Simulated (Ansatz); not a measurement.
Coupled-cluster run, FH$_{3}$O$_{3}$Zr, SMILES `[OH][Zr]([OH])([OH])[F]`.

```yaml
crystal:
  periodic: [false, false, false]
  atoms:
    - {symbol: O, position_ang: [-1.105518, 1.368508, 0.521258]}
    - {symbol: Zr, position_ang: [0.105328, 0.148953, -0.334767]}
    - {symbol: O, position_ang: [1.675656, -0.100409, 0.741665]}
    - {symbol: O, position_ang: [-0.758633, -1.535173, -0.656261]}
    - {symbol: F, position_ang: [0.633956, 0.897043, -2.023345]}
    - {symbol: H, position_ang: [-1.590060, 1.933068, 1.114652]}
    - {symbol: H, position_ang: [2.366677, -0.414186, 1.315879]}
    - {symbol: H, position_ang: [-1.327407, -2.297804, -0.679072]}
basis:
  gaussian: {orbitals: def2-TZVPP}
correlation: {method: ccsd_t}
output: {orbitals: {seedname: orbitals}}
```

```sh
$ ansatz run in.yaml --threads 4 --pin off --events-out ev --progress --plain --max-ram 10444MiB
```

Log, shortened:

```
Functional definition: HF
1430 factors; integrals over basis functions are off by at most 1.1e-3 eV
mean field evaluation 1: about -10134.1873 eV, gradient 7.5e1 eV
mean field evaluation 2: about -10134.3093 eV, gradient 7.5e1 eV
mean field evaluation 4: about -10143.1292 eV, gradient 2.7e0 eV
mean field evaluation 8: about -10143.1942 eV, gradient 1.6e-1 eV
mean field -10143.19424857 eV, -372.7555133309 hartree, gradient 2.4e-6 eV, S^2 0.000000; 0 other end points of the search recorded, 0 dependent functions left out
4 core orbitals not correlated: weight in the atoms' cores, before any rotation towards them, 1.000 or more for the frozen orbitals, at most 0.000 for the correlated occupied ones
reference -10143.19424857 eV, -372.7555133309 hartree; 20, 20 occupied and 198, 198 virtual orbitals, 1430 factors
second order -36.14182590 eV of doubles, -0.00000000 eV of singles
cycle   1  -34.97940013 eV  change     1.2e0 eV  update   1.6e-1
cycle   2  -35.81015301 eV  change   -8.3e-1 eV  update   6.5e-2
cycle   3  -36.04009123 eV  change   -2.3e-1 eV  update   2.7e-2
cycle   4  -36.02388924 eV  change    1.6e-2 eV  update   8.4e-3
cycle   5  -36.01173094 eV  change    1.2e-2 eV  update   2.7e-3
cycle   6  -36.01285995 eV  change   -1.1e-3 eV  update   1.0e-3
cycle   7  -36.01320294 eV  change   -3.4e-4 eV  update   2.8e-4
cycle   8  -36.01290366 eV  change    3.0e-4 eV  update   1.2e-4
cycle   9  -36.01291150 eV  change   -7.8e-6 eV  update   3.0e-5
perturbative correction -1.36547778 eV, -0.0501803827 hartree
Total energy: -10180.57263784 eV, -374.1291438006 hartree
```

It took 3 min on 4 threads of an Arm Neoverse V2 on a shared host, with 4.4 GiB of host memory at the peak.

The correlation energy is -37.378 eV, 3.7 % of it from (T); the T1 diagnostic reads 0.0166.
